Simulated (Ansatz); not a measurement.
A short molecular-dynamics run on the cluster CuCl₂⁻.

```yaml
crystal:
  periodic: [false, false, false]
  atoms:
    - {symbol: Cu, position_ang: [0.000165, -0.000031, -0.000030]}
    - {symbol: Cl, position_ang: [-0.190367, -2.141612, 0.176250]}
    - {symbol: Cl, position_ang: [0.190202, 2.141653, -0.176230]}
basis:
  gaussian: {orbitals: def2-SVP}
total_charge: -1
hamiltonian: {xc: {name: BLYP}}
md: {timestep: 2 fs, n_steps: 15, ensemble: nvt_nose_hoover, temperature: 1000, initial_velocities: maxwell_boltzmann, seed: 571}
scf: {omitted_lower_state_checks: [starts]}
```

```sh
$ ansatz run in.yaml --threads 4 --pin off --events-out ev --progress --plain --max-ram 3916MiB
```

```csv
step,time (fs),potential energy (eV),kinetic (eV),T (K),conserved (eV)
0,0.0,-69678.7679,0.1293,1000,-69678.6386
1,2.0,-69678.7652,0.1266,979,-69678.6386
2,4.0,-69678.7599,0.1213,938,-69678.6386
3,6.0,-69678.7522,0.1136,879,-69678.6386
4,8.0,-69678.7426,0.1041,806,-69678.6385
5,10.0,-69678.7319,0.0935,723,-69678.6385
6,12.0,-69678.7209,0.0826,639,-69678.6384
7,14.0,-69678.7107,0.0725,561,-69678.6384
8,16.0,-69678.7021,0.0640,495,-69678.6383
9,18.0,-69678.6959,0.0580,448,-69678.6383
10,20.0,-69678.6926,0.0548,424,-69678.6383
11,22.0,-69678.6923,0.0547,423,-69678.6383
12,24.0,-69678.6949,0.0573,443,-69678.6383
13,26.0,-69678.6996,0.0622,481,-69678.6384
14,28.0,-69678.7057,0.0685,530,-69678.6384
15,30.0,-69678.7124,0.0754,583,-69678.6385
```

Velocities are drawn at the set temperature; a run this short doesn't reach equilibrium.

The highest occupied level of an anion often lies above zero with these methods, and sets without diffuse functions describe the outer electron poorly.

Frames (Å, forces in eV/Å):

```xyz
3
time=0.0 fs
Cu    0.000    0.000    0.000    0.000    0.001    0.000
Cl   -0.190   -2.142    0.176   -0.009   -0.107    0.009
Cl    0.190    2.142   -0.176    0.010    0.107   -0.009
3
time=2.0 fs
Cu   -0.006   -0.004    0.001    0.032    0.188   -0.018
Cl   -0.184   -2.132    0.174   -0.031   -0.271    0.024
Cl    0.196    2.139   -0.177   -0.001    0.083   -0.005
3
time=4.0 fs
Cu   -0.013   -0.008    0.003    0.064    0.381   -0.037
Cl   -0.178   -2.123    0.173   -0.053   -0.441    0.039
Cl    0.201    2.137   -0.178   -0.012    0.060   -0.002
3
time=6.0 fs
Cu   -0.019   -0.012    0.004    0.095    0.575   -0.055
Cl   -0.171   -2.114    0.171   -0.072   -0.612    0.053
Cl    0.206    2.135   -0.179   -0.023    0.038    0.002
3
time=8.0 fs
Cu   -0.026   -0.015    0.006    0.124    0.761   -0.073
Cl   -0.165   -2.106    0.169   -0.090   -0.780    0.068
Cl    0.211    2.133   -0.179   -0.034    0.019    0.005
3
time=10.0 fs
Cu   -0.032   -0.018    0.007    0.150    0.934   -0.089
Cl   -0.159   -2.098    0.168   -0.105   -0.938    0.081
Cl    0.217    2.131   -0.180   -0.045    0.003    0.008
3
time=12.0 fs
Cu   -0.038   -0.021    0.008    0.173    1.086   -0.103
Cl   -0.153   -2.092    0.166   -0.117   -1.079    0.093
Cl    0.222    2.129   -0.181   -0.056   -0.007    0.010
3
time=14.0 fs
Cu   -0.044   -0.022    0.009    0.193    1.209   -0.115
Cl   -0.147   -2.087    0.165   -0.127   -1.197    0.102
Cl    0.227    2.127   -0.182   -0.066   -0.012    0.012
3
time=16.0 fs
Cu   -0.050   -0.023    0.010    0.210    1.296   -0.123
Cl   -0.142   -2.083    0.164   -0.134   -1.286    0.109
Cl    0.232    2.125   -0.182   -0.075   -0.011    0.014
3
time=18.0 fs
Cu   -0.056   -0.024    0.011    0.223    1.343   -0.129
Cl   -0.136   -2.080    0.163   -0.139   -1.340    0.114
Cl    0.237    2.123   -0.183   -0.084   -0.003    0.015
3
time=20.0 fs
Cu   -0.062   -0.023    0.012    0.233    1.346   -0.131
Cl   -0.131   -2.079    0.162   -0.142   -1.358    0.115
Cl    0.242    2.121   -0.184   -0.091    0.011    0.015
3
time=22.0 fs
Cu   -0.068   -0.022    0.013    0.240    1.305   -0.129
Cl   -0.125   -2.080    0.161   -0.143   -1.337    0.114
Cl    0.247    2.119   -0.185   -0.097    0.032    0.015
3
time=24.0 fs
Cu   -0.073   -0.019    0.014    0.245    1.221   -0.125
Cl   -0.120   -2.082    0.160   -0.144   -1.280    0.111
Cl    0.251    2.116   -0.185   -0.102    0.059    0.014
3
time=26.0 fs
Cu   -0.078   -0.016    0.015    0.249    1.099   -0.117
Cl   -0.115   -2.085    0.159   -0.144   -1.190    0.105
Cl    0.256    2.114   -0.186   -0.105    0.092    0.012
3
time=28.0 fs
Cu   -0.084   -0.013    0.016    0.251    0.943   -0.107
Cl   -0.110   -2.090    0.159   -0.144   -1.072    0.097
Cl    0.260    2.113   -0.187   -0.107    0.130    0.010
3
time=30.0 fs
Cu   -0.089   -0.009    0.016    0.253    0.761   -0.095
Cl   -0.106   -2.096    0.158   -0.145   -0.933    0.088
Cl    0.265    2.111   -0.187   -0.107    0.172    0.007
```

Hardware: 4 threads of Intel Xeon Platinum 8259CL on a shared host. Wall time 10 s.
